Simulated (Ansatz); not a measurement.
Reaction (substitution at a C–O bond): `N#COC(F)[SiH3]` + `C[SeH]` → `C[Se]C#N` + `OC(F)[SiH3]`

Gas-phase electronic energies from Ansatz, PBE0-D4/def2-TZVP geometries. CCSD(T)/CBS adds triple-zeta CCSD(T) − MP2 to the extrapolated MP2 energy (def2 sets, frozen cores). Functionals use def2-TZVPP. B3LYP here is the variant with VWN-RPA as its local correlation; programs differ in this. For Se outer-core shells are correlated without core-valence functions, which leaves a few kJ/mol of doubt a bond. Scalar relativity is left out up to krypton. Each species was taken in one conformer, which may not be the lowest.

Question: Is it downhill or uphill in electronic energy at CCSD(T)/CBS, and by how much? (Estimate.)

Answer: The calculation gave: Downhill: ΔE = -75.7 kJ/mol.

Question: What do these levels give: PBE-D4, B3LYP-D4, HF/def2-TZVPP, HF/def2-QZVPP, SCS-MP2/def2-QZVPP, CCSD/CBS(def2)? (An estimate is asked.)

Answer: Computed: PBE-D4 -67.3, B3LYP-D4 -66.8, HF/def2-TZVPP -58.2, HF/def2-QZVPP -58.3, SCS-MP2/def2-QZVPP -78.7, CCSD/CBS(def2) -74.1 kJ/mol.

Largest T1 diagnostic among the species: 0.014.

In def2-TZVPP, CCSD(T) changes the Hartree–Fock value by −14.6 kJ/mol (the triples alone add −1.7 kJ/mol) and MP2 by −22.0 kJ/mol.
